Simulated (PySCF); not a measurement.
# Broadened absorption spectrum of WO2(OiPr)2

Species: WO2(OiPr)2, C6H14O4W (singlet state).
Geometry (PBE0-D3(BJ)/def2-SVP, Å), atoms numbered from 1 in this order:
```xyz
25
C6H14O4W angstrom
W      0.3891    0.0073    0.2257
O      0.5483   -0.5234    1.8450
O      1.9357    0.5593   -0.2536
O     -0.8411    1.4076    0.1232
C     -0.9600    2.8086    0.3400
C     -0.1225    3.5564   -0.6787
C     -0.5985    3.1391    1.7753
H     -2.0275    3.0350    0.1741
H      0.9461    3.3238   -0.5476
H     -0.2577    4.6423   -0.5659
H     -0.4153    3.2763   -1.7010
H     -1.2048    2.5482    2.4768
H      0.4651    2.9234    1.9680
H     -0.7714    4.2063    1.9793
O     -0.1468   -1.4091   -0.8656
C     -0.0024   -2.8135   -1.0304
C     -0.7532   -3.5364    0.0699
C      1.4695   -3.1756   -1.0926
H     -0.4699   -3.0387   -2.0049
H     -0.3126   -3.3054    1.0528
H     -0.7067   -4.6249   -0.0822
H     -1.8099   -3.2324    0.0820
H      1.9811   -2.5958   -1.8744
H      1.9615   -2.9692   -0.1280
H      1.5942   -4.2454   -1.3165
```

Method: PySCF 2.14.0, density-fitted response routines, TDDFT CAM-B3LYP/def2-SVPD, vertical, gas phase, core orbitals frozen in the response, def2 core potentials past Kr. Spin–orbit coupling is left out.

Broadening: Gaussians 0.5 eV wide at half height, area fixed by f = 4.319×10⁻⁹ ∫ε dν̃. The width is an assumption, not a result. The curve ends short of the highest state used, and states not computed would add to its high-energy end.

(E (eV), ε (L mol⁻¹ cm⁻¹)): (4.89, 0), (4.93, 1), (4.97, 1), (5.01, 3), (5.05, 5), (5.09, 8), (5.13, 13), (5.17, 20), (5.21, 31), (5.25, 47), (5.29, 68), (5.33, 95), (5.37, 129), (5.41, 170), (5.45, 217), (5.49, 270), (5.53, 325), (5.57, 381), (5.61, 434), (5.65, 480), (5.69, 517), (5.73, 541), (5.77, 552), (5.81, 551), (5.84, 542), (5.88, 523), (5.92, 499), (5.96, 476), (6.00, 458), (6.04, 451), (6.08, 460), (6.12, 489), (6.16, 542), (6.20, 621), (6.24, 727), (6.28, 858)

Task: Where are the band maxima, and which computed states make them?

Result: 214 nm (5.78 eV), ε about 550, made up of S1 (27%) and S2 (64%) (ε in L mol⁻¹ cm⁻¹; maxima over ε = 5, shares over 10%). At its high-energy end, 6.28 eV, the curve is still rising (ε about 860, from S4, S7 and S8). The states used: S1 5.64 eV (f 0.0035); S2 5.81 eV (f 0.0066); S3 5.89 eV (f 0.0004); S4 6.20 eV (f 0.0030); S5 6.40 eV (f 0.0001); S6 6.51 eV (f 0.0004); S7 6.54 eV (f 0.022); S8 6.72 eV (f 0.014); S9 6.85 eV (f 0.0001); S10 6.88 eV (f 0.0011).

Task: What would ε be at 5.78 eV, the highest of these maxima, with half the width (0.25 eV)?

Result: About 880 L mol⁻¹ cm⁻¹ against 553, a factor of about 1.6; a lone state at its own centre would give exactly 2.

Task: On this curve, what absorbance would a 10⁻⁵ mol/L sample give at 222 nm over a 1 cm path?

Result: 222 nm is 5.585 eV, where ε is about 400 L mol⁻¹ cm⁻¹, so A = ε c l ≈ 0.004 (Beer–Lambert, with the gas-phase spectrum and the assumed width).

Task: Coming from long wavelengths, where does ε first pass 100 L mol⁻¹ cm⁻¹?

Result: At about 232 nm (5.34 eV), 0.30 eV below S1.

On an Intel Xeon 6975P-C with 2 threads, shared host with 192 logical CPUs at a one-minute load of 79, this took 1.9 min wall, 4.2 min CPU (with the writing of density and orbital grids) and 3.0 GiB of memory at its peak.
